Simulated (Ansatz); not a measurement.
Abridged output of a molecular run in Ansatz:

```
Functional definition: HF
938 factors; integrals over basis functions are off by at most 1.1e-3 eV
mean field evaluation 1: about -8303.2862 eV, gradient 2.1e1 eV
mean field evaluation 2: about -8303.3690 eV, gradient 2.1e1 eV
mean field evaluation 4: about -8304.9587 eV, gradient 2.6e0 eV
mean field evaluation 8: about -8304.9922 eV, gradient 1.5e-1 eV
mean field -8304.99257770 eV, -305.2028479042 hartree, gradient 2.9e-6 eV, S^2 0.000000; 0 other end points of the search recorded, 0 dependent functions left out
6 core orbitals not correlated: weight in the atoms' cores, before any rotation towards them, 1.000 or more for the frozen orbitals, at most 0.000 for the correlated occupied ones
reference -8304.99257770 eV, -305.2028479042 hartree; 14, 14 occupied and 64, 64 virtual orbitals, 938 factors
second order -9.61194580 eV of doubles, -0.00000000 eV of singles
cycle   1  -10.53308427 eV  change   -9.2e-1 eV  update   8.6e-2
cycle   2  -10.91028465 eV  change   -3.8e-1 eV  update   2.9e-2
cycle   3  -10.96825349 eV  change   -5.8e-2 eV  update   1.5e-2
cycle   4  -10.96605768 eV  change    2.2e-3 eV  update   6.4e-3
cycle   5  -10.96472680 eV  change    1.3e-3 eV  update   3.4e-3
cycle   6  -10.96432279 eV  change    4.0e-4 eV  update   1.3e-3
cycle   7  -10.96431834 eV  change    4.4e-6 eV  update   4.8e-4
cycle   8  -10.96441314 eV  change   -9.5e-5 eV  update   2.1e-4
cycle   9  -10.96442556 eV  change   -1.2e-5 eV  update   8.7e-5
cycle  10  -10.96441520 eV  change    1.0e-5 eV  update   3.8e-5
cycle  11  -10.96443229 eV  change   -1.7e-5 eV  update   1.6e-5
perturbative correction -0.32725251 eV, -0.0120263080 hartree
Total energy: -8316.28426250 eV, -305.6178096668 hartree
```

Its atoms:

```xyz
9

B    -1.227   -0.007   -1.394
Sb    0.787    0.581   -0.744
C     0.879   -0.442    1.158
H    -1.611   -1.125   -1.219
H    -1.887    0.743   -2.049
H     0.348    2.119   -0.156
H     0.042   -0.164    1.794
H     1.818   -0.193    1.649
H     0.851   -1.513    0.961
```

Question: Which basis set was used?
A. def2-SVP
B. def2-TZVPP
C. cc-pV(T+d)Z
D. def2-SVPD

Answer: A. It gives 84 functions.

Question: Write the keys of the input that set method, charge and spin (a neutral closed shell needs none for the last two).

Answer: 
```yaml
correlation: {method: ccsd_t}
```
